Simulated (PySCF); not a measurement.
diethyl ether cation (C4H10O), SMILES CCOCC (connectivity only; charge and spin as stated), charge +1, multiplicity 2.

The structure is a stationary point at TPSSh-D3(BJ)/def2-SVP. The spin state was assumed, not searched. Other conformers were not sampled.

Level of theory: SMD-M06-2X/6-31G* in PySCF.

Solvation free energies are E(SMD) − E(gas) at the gas-phase geometry, for 1 M in both phases.

Problem. Rank water, 1-octanol, benzene by solvation free energy, most negative first.

Solution. water (-58.4 kcal/mol), 1-octanol (-56.0 kcal/mol), benzene (-35.9 kcal/mol)
